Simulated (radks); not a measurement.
Re IV, 72 electrons, occupied as [Kr] 4d10 4f14 5s1 5p6 5d5 (not the ground configuration).

Calculated with a radial shooting solver on a logarithmic mesh with Libxc functionals: scalar-relativistic Kohn-Sham, LDA (Slater exchange, Perdew-Wang correlation), spin-polarised, spherical densities, finite nucleus; open shells are filled with parallel spins first (spin-orbit coupling, left out, can overturn this in heavy ions); Fermi nuclear charge, rms radius 5.3698 fm.

Energy parts (eV):
total: -453750.32
kinetic: 501091.89
electron-nucleus: -1120855.54
Hartree: 174716.65
exchange-correlation: -8703.33

Orbitals (lengths in bohr, moments of r in powers of bohr):
orbital  occ.  eigenvalue (eV)      <r^2>   <1/r>
1s up       1        -71612.03  0.0004486   88.65
1s down     1        -71611.84  0.0004486   88.65
2s up       1        -12446.83   0.006885   20.74
2s down     1        -12446.42   0.006885   20.74
2p up       3        -10874.23   0.005711   18.75
2p down     3        -10873.87   0.005711   18.75
3s up       1        -2907.508    0.04465   7.683
3s down     1        -2907.257    0.04465   7.683
3p up       3        -2443.584    0.04545   7.082
3p down     3        -2443.322    0.04545   7.082
3d up       5        -1915.750    0.03766   6.689
3d down     5        -1915.418    0.03766   6.689
4s up       1        -633.3664     0.2195   3.274
4s down     1        -632.8618     0.2194   3.274
4p up       3        -481.0773     0.2501   2.971
4p down     3        -480.5399     0.2499   2.972
4d up       5        -289.7118     0.2900   2.648
4d down     5        -289.0469     0.2890   2.650
5s up       1        -119.6811      1.185   1.305
5s down     0        -116.2612      1.173   1.315
5p up       3         -80.8266      1.587   1.110
4f up       7         -77.0820     0.4158   2.166
5p down     3         -76.9640      1.577   1.118
4f down     7         -76.0189     0.4060   2.179
5d up       5         -36.3355      3.041  0.7922
5d down     0         -32.3978      3.187  0.7816

The highest occupied level is 5d up at -36.336 eV. The configuration is held as typed, so some empty levels lie below it. The density falls to 0.001 e/bohr^3 at r = 3.40 bohr.
